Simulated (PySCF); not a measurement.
## UHF on Ce⁴⁸⁺ (cerium, charge +48)

Configuration: [Ne], closed-shell 1S. Computed with PySCF 2.14 in an even-tempered Gaussian basis (17 s from 25 bohr⁻², ratio 2.2; 10 p from 32 bohr⁻², ratio 2.2; 6 d from 130 bohr⁻², ratio 2.4; 5 f from 200 bohr⁻², ratio 2.4; 4 g from 290 bohr⁻², ratio 2.4), with the non-relativistic Hamiltonian (point nucleus).

- Total energy: -6234.866288 hartree
- One-electron energy: -6712.3066 hartree
- Hartree (Coulomb) energy: 573.6549 hartree
- Exchange energy: -96.2146 hartree
- Kinetic energy: 6234.86076 hartree
- ⟨S²⟩: 0.0000
- ⟨L²⟩: 0.000
- Sum of ⟨r⟩: 0.8308 bohr
- Sum of ⟨r²⟩: 0.09287 bohr²
- Density at the nucleus (Gaussians lack the cusp): 134000 bohr⁻³

```csv
shell,electrons,mean orbital energy (hartree),"rms radius, mean of both spins (bohr)"
1s,2,-1547.65088,0.0302
2s,2,-340.90203,0.119
2p,6,-330.05336,0.102
```

A non-relativistic calculation at this Z misses sizeable relativistic shifts. Spin-orbit coupling, which splits the p, d and f shells strongly at this Z, is absent.

Spin-orbit constants ζ (cm⁻¹) from the X2C one-electron operator on these orbitals (non-relativistic here): bare nucleus, nucleus screened by l(l+1)(2l+1)/3 electrons, and screened by the Breit-Pauli mean field of the electrons.

```tsv
shell	bare	screened nucleus	mean field
2p	2009000	1940000	1910000
```
